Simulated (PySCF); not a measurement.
## Excitation energies in several basis sets

CH8GeN2.
InChI=1S/CH8GeN2/c3-1-2-4/h1-4H2

TDDFT with PBE0 (PySCF), vertical singlets, core orbitals frozen in the response, spherical d and f functions. One conformer (not necessarily the lowest) at the PBE0-D3(BJ)/def2-SVP geometry, without solvent, vibrations or thermal averaging. The PBE0/6-31G* calculation is non-relativistic and has no spin–orbit coupling, an omission that weighs most on germanium.

```json
{"basis": "6-31G*", "functions": "90", "diffuse": "no", "S1 (eV)": "6.06", "S2 (eV)": "6.62", "S3 (eV)": "7.04", "S4 (eV)": "7.77", "S5 (eV)": "7.89", "LUMO (eV)": "0.99", "α (au)": "50.0"}
{"basis": "def2-SVP", "functions": "114", "diffuse": "no", "S1 (eV)": "6.19", "S2 (eV)": "6.73", "S3 (eV)": "7.02", "S4 (eV)": "7.76", "S5 (eV)": "7.80", "LUMO (eV)": "1.10", "α (au)": "52.3"}
{"basis": "def2-SVPD", "functions": "162", "diffuse": "yes", "S1 (eV)": "5.87", "S2 (eV)": "6.33", "S3 (eV)": "6.51", "S4 (eV)": "6.83", "S5 (eV)": "7.25", "LUMO (eV)": "0.34", "α (au)": "62.5"}
{"basis": "aug-cc-pVDZ", "functions": "177", "diffuse": "yes", "S1 (eV)": "5.35", "S2 (eV)": "5.77", "S3 (eV)": "6.00", "S4 (eV)": "6.26", "S5 (eV)": "6.49", "LUMO (eV)": "-0.27", "α (au)": "64.5"}
{"basis": "def2-TZVP", "functions": "189", "diffuse": "no", "S1 (eV)": "5.95", "S2 (eV)": "6.47", "S3 (eV)": "6.79", "S4 (eV)": "7.42", "S5 (eV)": "7.51", "LUMO (eV)": "0.57", "α (au)": "59.3"}
{"basis": "def2-TZVPD", "functions": "237", "diffuse": "yes", "S1 (eV)": "5.61", "S2 (eV)": "6.05", "S3 (eV)": "6.28", "S4 (eV)": "6.69", "S5 (eV)": "6.99", "LUMO (eV)": "0.08", "α (au)": "64.0"}
```

Task: How much do these states and the polarisability depend on the basis?

Result: States are compared by their number. Against the largest diffuse basis here (def2-TZVPD, itself not a converged limit), sets without diffuse functions differ by up to 0.58 eV in S1 and 0.90 eV in S5; the smaller diffuse sets differ by up to 0.26 and 0.50 eV. State by state, the largest deviation of a set without diffuse functions is S1 0.58, S2 0.67, S3 0.75, S4 1.08, S5 0.90 eV. The same number needn't mean the same state in each row. Against def2-TZVPD the polarisability deviates by -22% in 6-31G*, -18% in def2-SVP, -2% in def2-SVPD, +1% in aug-cc-pVDZ, -7% in def2-TZVP.

Without π bonds the low states are Rydberg-like; a valence basis with one diffuse set may place them up to an eV too high.
